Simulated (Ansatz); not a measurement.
Consider the ligand exchange at the Si–Se bond: `O[Si]1([SeH])CO1` + HCl → `O[Si]1(Cl)CO1` + H₂Se.

Gas-phase electronic energies from Ansatz, PBE0-D4/def2-TZVP geometries. CCSD(T)/CBS is the MP2 limit (def2-TZVPP, def2-QZVPP) plus CCSD(T) − MP2 in def2-TZVPP, frozen cores. This one scheme is used for every species. DFT in def2-TZVPP. For Se outer-core shells are correlated without core-valence functions, which leaves a few kJ/mol of doubt a bond. Scalar relativity is left out up to krypton. One conformer a species, not always the lowest.

```
      level  ΔE (kJ/mol)
LDA (SPW92)        -27.5
    ωB97X-V        -32.9
     revPBE        -28.6
    LC-ωPBE        -31.8
```

Q: What does CCSD(T)/CBS give? (Estimate.)

A: Ansatz gave: -28.5 kJ/mol. The listed levels differ from it by 1.0, -4.4, -0.1, -3.3 kJ/mol.

Largest T1 diagnostic among the species: 0.012.

At CCSD(T), def2-SVP lies −6.4 kJ/mol from the extrapolated value and def2-TZVPP −1.1 kJ/mol. Leaving LDA and LC-ωPBE aside and taking each functional with its dispersion term where it has one, the values, not all of them listed here, spread over 11.9 kJ/mol, from B97M-V to revPBE-D4.

CCSD(T)/CBS has its own doubt, a few kJ/mol and more with outer-core shells, so smaller differences from it don't rank the levels.
